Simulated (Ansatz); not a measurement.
Basis sets compared for `CN(C)c1ccc(-c2ccc(-c3ccc(C#N)cc3)cc2)cc1`. The state is a singlet with charge 0. Geometry PBE-D4/def2-SVP. Ansatz on 2 threads of AMD EPYC 7R13 on a shared host and a share (18 GiB) of an NVIDIA H100 80GB HBM3; times are rough, and most runs start from earlier orbitals.

```tsv
atom	x (Å)	y (Å)	z (Å)
C1	5.6069	2.5060	2.5512
N2	5.0054	2.6710	1.2437
C3	5.6357	3.5250	0.2576
C4	3.8155	2.0350	0.9460
C5	3.2009	2.1661	-0.3318
C6	1.9983	1.5213	-0.6212
C7	1.3344	0.7059	0.3242
C8	0.0623	0.0255	0.0066
C9	-0.8599	0.5749	-0.9165
C10	-2.0646	-0.0662	-1.2136
C11	-2.4121	-1.2951	-0.6063
C12	-3.6883	-1.9745	-0.9198
C13	-3.7886	-3.3870	-0.9060
C14	-4.9899	-4.0343	-1.1989
C15	-6.1440	-3.2804	-1.5185
C16	-7.3805	-3.9379	-1.8194
N17	-8.3939	-4.4784	-2.0665
C18	-6.0593	-1.8680	-1.5380
C19	-4.8514	-1.2342	-1.2432
C20	-1.4919	-1.8481	0.3142
C21	-0.2892	-1.2045	0.6133
C22	1.9497	0.5776	1.5909
C23	3.1482	1.2193	1.9034
H24	6.5597	3.0645	2.5907
H25	5.8310	1.4382	2.7764
H26	4.9544	2.8895	3.3699
H27	6.5599	3.9570	0.6827
H28	5.9161	2.9669	-0.6652
H29	4.9761	4.3688	-0.0503
H30	3.6750	2.7690	-1.1167
H31	1.5770	1.6309	-1.6320
H32	-0.6342	1.5381	-1.3979
H33	-2.7444	0.3875	-1.9507
H34	-2.8956	-3.9902	-0.6861
H35	-5.0459	-5.1325	-1.1919
H36	-6.9547	-1.2758	-1.7762
H37	-4.8121	-0.1350	-1.2344
H38	-1.7338	-2.7938	0.8226
H39	0.4072	-1.6758	1.3228
H40	1.4580	-0.0202	2.3732
H41	3.5627	1.0939	2.9118
```

Single mean-field runs in def2-SVP, def2-TZVP are fitted with def2-universal-jkfit.

Binding counts from free atoms (C triplet, N quartet, H doublet) in the same basis, without a counterpoise term.

```
           level  functions  energy (Eh)  HOMO (eV)  LUMO (eV)  binding per atom (eV)  wall time
 PBE-D4/def2-SVP        412    -918.8043      -4.64      -2.47                   5.39      4.5 s
PBE0-D4/def2-SVP        412    -918.8778      -5.52      -1.82                   5.27      5.5 s
```

(1) Estimate the rows for PBE-D4/def2-TZVP, PBE0-D4/def2-TZVP (with forces).

Answers

(1) 
| level | functions | energy (Eh) | HOMO (eV) | LUMO (eV) | binding per atom (eV) | wall time |
| --- | --- | --- | --- | --- | --- | --- |
| PBE-D4/def2-TZVP | 821 | -919.7716 | -4.73 | -2.60 | 5.31 | 5.5 s |
| PBE0-D4/def2-TZVP (with forces) | 821 | -919.8346 | -5.57 | -1.90 | 5.19 | 6.5 s |
